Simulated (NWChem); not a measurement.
Species: tellurium hexafluoride (TeF$_{6}$); SMILES F[Te](F)(F)(F)(F)F

```xyz
7

F     -0.0849     0.9171     1.6341
Te     0.0000     0.0000     0.0000
F      1.4693    -0.9827     0.6278
F     -1.4693     0.9827    -0.6278
F     -1.1630    -1.3084     0.6739
F      1.1630     1.3084    -0.6739
F      0.0849    -0.9171    -1.6341
```
Atoms are numbered in this order, from 1.

All runs: NWChem. Structure relaxed at the PBE0/def2-SVP (def2 core potentials past Kr) level. No frequency run checked for a minimum.

For level B3LYP/3-21G, non-relativistic:

- highest occupied level (eV): -11.40
- orbital gap (eV): 7.28

Question: What are these values for level B3LYP/STO-3G, non-relativistic?

Answer: 
| Property | Value |
|---|---|
| highest occupied level (eV) | -5.30 |
| orbital gap (eV) | 8.77 |
